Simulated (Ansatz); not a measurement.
Basis-set series for C2H6FNOSi, SMILES `C[SiH2]OC(=N)F`. Total charge 0; spin multiplicity 1. The structure was optimised at the PBE0-D4/def2-TZVP level. It is one conformer, not always the lowest.

```
functional       basis  functions  energy (Eh)  HOMO (eV)  LUMO (eV)
   PBE0-D4    def2-SVP        118   -598.39855      -8.27       0.50
   PBE0-D4  def2-QZVPP        535   -598.89672      -8.48      -0.08
   ωB97M-V    def2-SVP        118   -598.71364     -10.61       2.40
   ωB97M-V  def2-QZVPP        535   -599.22193     -10.83       1.30
```

Problem. Give the rows for def2-TZVPP. (Estimate.)

Solution. Computed: 
```json
{"functional": "PBE0-D4", "basis": "def2-TZVPP", "functions": "281", "energy (Eh)": "-598.86983", "HOMO (eV)": "-8.44", "LUMO (eV)": "0.08"}
{"functional": "ωB97M-V", "basis": "def2-TZVPP", "functions": "281", "energy (Eh)": "-599.19670", "HOMO (eV)": "-10.79", "LUMO (eV)": "1.74"}
```

Positive LUMOs are unbound and depend on the basis.
